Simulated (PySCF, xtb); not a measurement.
H₆N₂Sn, SMILES [SnH2]([NH2])[NH2].

GFN2-xTB (xtb) at its own geometry gives an orbital gap of 5.06 eV and a dipole moment of 2.41 D.

Geometry: PBE0-D3(BJ)/def2-SVP. The def2 effective core potentials stand for the cores of Sn; spin–orbit coupling is left out. One conformer was computed; it need not be the lowest.

Problem. What does PySCF with B3LYP/def2-TZVPD give? (Estimate from the structure and the level; the computed values follow.)

Solution. gap 6.45 eV (levels -7.01 and -0.57 eV), dipole 1.46 D.
